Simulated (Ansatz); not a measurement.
A nudged elastic band was laid between two geometries of C2H9GeNSi (14 atoms, charge 0, multiplicity 1).

Theory: RKS LDA/def2-SVP in Ansatz.

* movable images: 7
* climbing image: yes
* spring: 5.0 eV/Å²
* optimiser: quadratic models (default)
* start path: IDPP
* force threshold: 0.05 eV/Å
* iteration limit: 60
* end points: relaxed

First end point:

```xyz
14
Properties=species:S:1:pos:R:3
N -1.736 -1.438 0.410
C -0.551 -0.880 -0.127
Ge 1.154 -0.997 0.802
C -0.014 0.494 0.286
Si 0.576 1.698 -0.992
H -1.764 -1.384 1.436
H -2.573 -0.954 0.051
H -0.441 -1.092 -1.213
H 1.115 -1.324 2.298
H 2.474 -1.159 0.045
H -0.534 0.930 1.164
H 1.487 2.738 -0.393
H -0.555 2.409 -1.703
H 1.349 0.929 -2.037
```

Last end point:

```xyz
14
Properties=species:S:1:pos:R:3
N -1.058 -2.002 0.342
C -0.080 -1.043 -0.018
Ge 1.115 -0.248 1.295
C -0.298 0.465 0.134
Si 0.153 1.626 -1.237
H -1.452 -1.827 1.275
H -1.842 -2.006 -0.329
H 0.460 -1.323 -0.948
H 0.706 -0.355 2.767
H 2.563 0.112 0.952
H -1.208 0.727 0.714
H 1.469 1.169 -1.822
H 0.317 3.038 -0.735
H -0.859 1.637 -2.361
```

Q: Which bonds break or form, and what moves?

A: No bond is made or broken. The dihedral Ge3–C4–Si5–H13 goes from 156 to -82°. The two ends are copies of one structure, up to a mirror image or an exchange of like atoms.

Q: Give the energies along the band, and the barrier.

A: It converged. The highest image is number 4 of 0 to 8, 0.079 eV above the ends, which have the same energy within 2 meV. A vibrational analysis at the climbing image gives one clearly imaginary mode, 138i cm⁻¹: a first-order saddle point.

```tsv
image	path coordinate (Å)	energy (eV)	dihedral Ge3–C4–Si5–H13 (°)
0	0.00	0.000	156
1	0.58	0.012	171
2	1.16	0.040	-174
3	1.74	0.068	-159
4	2.32	0.079	-144
5	2.91	0.067	-128
6	3.49	0.038	-112
7	4.08	0.011	-97
8	4.66	0.000	-82
```

Q: What is the geometry of the highest image?

A: 
```xyz
14
Properties=species:S:1:pos:R:3
N -1.298 -1.860 0.260
C -0.205 -1.028 -0.080
Ge 1.142 -0.521 1.221
C -0.199 0.482 0.191
Si 0.305 1.692 -1.132
H -1.605 -1.729 1.233
H -2.111 -1.678 -0.348
H 0.242 -1.296 -1.063
H 0.806 -0.684 2.706
H 2.603 -0.318 0.812
H -1.040 0.813 0.834
H 1.715 2.201 -0.963
H -0.612 2.889 -1.162
H 0.242 1.009 -2.479
```

Q: What are the harmonic wavenumbers there?

A: 138i, 104, 168, 183, 244, 320, 390, 452, 465, 527, 585, 601, 664, 707, 767, 810, 828, 866, 885, 903, 929, 1001, 1064, 1146, 1228, 1330, 1547, 2122, 2132, 2146, 2152, 2158, 3004, 3056, 3390, 3489 cm⁻¹.

Run time: 44 s on 2 threads of AMD EPYC 9R14 (Zen 4) (shared host), peak memory 0.21 GiB.
